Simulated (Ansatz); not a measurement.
Ligand exchange: GeH2(CH3)Br + CBr2ClF → GeH2(CH3)F + CBr3Cl

Species: GeH2(CH3)Br, singlet; CBr2ClF (dibromochlorofluoromethane) `FC(Cl)(Br)Br`, singlet; GeH2(CH3)F, singlet; CBr3Cl (tribromochloromethane) `ClC(Br)(Br)Br`, singlet. The partners trade Br for F: Ge–Br and C–F bonds give way to Ge–F and C–Br.

Shapes, held fixed at every level: PBE0-D4/def2-TZVP. Programs: Ansatz 0.2.0. The zero-point and thermal change to 298 K, harmonic and unscaled (PBE0-D4/def2-TZVP), is -2.2 kJ/mol.

Question: Estimate ΔH(298 K) of this reaction.

Answer: The highest level, CCSD(T)/def2-TZVPP, gives ΔH(298 K) = +27.6 kJ/mol; the levels span +27.6 to +60.6. The column of differences is taken from that level and isn't an error. No measured value is set beside it here. Relativity is left out for Br, Ge. Outer-core shells of Br, Ge are correlated, in sets that cover them unevenly. CCSD(T)/def2-TZVPP lies outside the range of all other levels here, so it shouldn't be taken on trust.

```csv
level,kind,ΔH(298 K) (kJ/mol),less CCSD(T)/def2-TZVPP
HF/def2-SVP,Hartree–Fock,+60.6,+33.0
HF/def2-TZVPP,Hartree–Fock,+52.6,+25.0
SPW92/def2-TZVPP,LDA,+45.9,+18.3
wB97M-V/def2-TZVPP,range-separated hybrid,+38.1,+10.5
wB97X-V/def2-TZVPP,range-separated hybrid,+38.0,+10.4
CCSD/def2-SVP,coupled cluster or CI,+41.6,+14.0
CCSD(T)/def2-TZVPP,coupled cluster or CI,+27.6,0.0
```
